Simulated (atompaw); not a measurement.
**Scattering properties, PAW (atompaw) potential for barium (Ba)**

| Quantity | Value |
| --- | --- |
| Element | barium |
| Generator | atompaw 4.2.0.5 |
| Type | PAW |
| Functional | PBE |
| Relativity | scalar-relativistic |
| Frozen core | [Xe] |
| Valence charge | 2 |
| Reference configuration | 5d0 6s1.5 6p0 (charge +0.5) |
| Partial waves | 6s (bound): rc 3.00 bohr; 6s channel at 2.6 Ry: rc 3.00 bohr; 6p (bound, empty): rc 3.00 bohr; 6p channel at 2.9 Ry: rc 3.00 bohr; 5d (bound, empty): rc 3.00 bohr; 5d channel at 0.45 Ry: rc 3.00 bohr |
| Local potential | ultrasoft scheme with l = 3 at -0.5 Ry, radius 2.75 bohr |
| Core correction | smooth core density matched at 2.10 bohr |
| Augmentation charge | sinc compensation charge, radius 2.85 bohr; PAW radius 3.00 bohr; waves and projectors: custom rrkj gramschmidtortho |

The phase is arctan(r·u′/u) with u = r·R(r), unwrapped; energies in Ry, scanned from -2 to 5 Ry. A pole is an energy at which the radial function vanishes at the test radius. The pseudo phase is shifted by a multiple of π to meet the all-electron one at the reference energy, and phase errors are pseudo minus all-electron; the curves can meet again beyond the range given. Levels narrower than the energy grid can be missing from the lists of poles.

Q: For each channel, where are the poles, and over which energies does the pseudopotential scatter like the atom?

A:

```csv
channel,radius (bohr),reference energy (Ry),"poles, all-electron","poles, pseudo",unbroken range about the reference energy with phases within 0.05 rad,phase error 1 Ry above the reference energy (rad)
s,3.01,-0.39,3.06,"2.96, 3.47",below 0.3,-0.052
p,3.01,-0.22,"-1.26, 4.28","-1.57, 3.96",-1.2 to 0.8,-0.048
d,3.01,-0.33,0.70,0.70,below 2.7,-0.000
```

Note: ghost states, extra bound levels that the all-electron valence spectrum of the same l lacks: s at -79.4 eV, p at -27.8 eV. A true bound ghost makes a file unfit for plane-wave use.

Phases in the d channel:

```json
{"E (Ry)": "-2.00", "all-electron": "1.289", "pseudo": "1.289"}
{"E (Ry)": "-1.76", "all-electron": "1.260", "pseudo": "1.260"}
{"E (Ry)": "-1.52", "all-electron": "1.220", "pseudo": "1.220"}
{"E (Ry)": "-1.28", "all-electron": "1.161", "pseudo": "1.161"}
{"E (Ry)": "-1.04", "all-electron": "1.064", "pseudo": "1.064"}
{"E (Ry)": "-0.80", "all-electron": "0.877", "pseudo": "0.877"}
{"E (Ry)": "-0.56", "all-electron": "0.421", "pseudo": "0.421"}
{"E (Ry)": "-0.32", "all-electron": "-0.514", "pseudo": "-0.514"}
{"E (Ry)": "-0.08", "all-electron": "-1.120", "pseudo": "-1.120"}
{"E (Ry)": "0.16", "all-electron": "-1.361", "pseudo": "-1.361"}
{"E (Ry)": "0.40", "all-electron": "-1.482", "pseudo": "-1.482"}
{"E (Ry)": "0.64", "all-electron": "-1.556", "pseudo": "-1.556"}
{"E (Ry)": "0.88", "all-electron": "-1.610", "pseudo": "-1.610"}
{"E (Ry)": "1.12", "all-electron": "-1.655", "pseudo": "-1.655"}
{"E (Ry)": "1.36", "all-electron": "-1.696", "pseudo": "-1.697"}
{"E (Ry)": "1.60", "all-electron": "-1.739", "pseudo": "-1.740"}
{"E (Ry)": "1.84", "all-electron": "-1.786", "pseudo": "-1.788"}
{"E (Ry)": "2.08", "all-electron": "-1.845", "pseudo": "-1.850"}
{"E (Ry)": "2.32", "all-electron": "-1.927", "pseudo": "-1.937"}
{"E (Ry)": "2.56", "all-electron": "-2.053", "pseudo": "-2.079"}
{"E (Ry)": "2.80", "all-electron": "-2.278", "pseudo": "-2.351"}
{"E (Ry)": "3.04", "all-electron": "-2.734", "pseudo": "-2.936"}
{"E (Ry)": "3.28", "all-electron": "-3.458", "pseudo": "-3.713"}
{"E (Ry)": "3.52", "all-electron": "-3.988", "pseudo": "-4.149"}
{"E (Ry)": "3.76", "all-electron": "-4.250", "pseudo": "-4.353"}
{"E (Ry)": "4.00", "all-electron": "-4.389", "pseudo": "-4.465"}
{"E (Ry)": "4.24", "all-electron": "-4.473", "pseudo": "-4.536"}
{"E (Ry)": "4.48", "all-electron": "-4.530", "pseudo": "-4.586"}
{"E (Ry)": "4.72", "all-electron": "-4.572", "pseudo": "-4.624"}
{"E (Ry)": "4.96", "all-electron": "-4.603", "pseudo": "-4.655"}
```
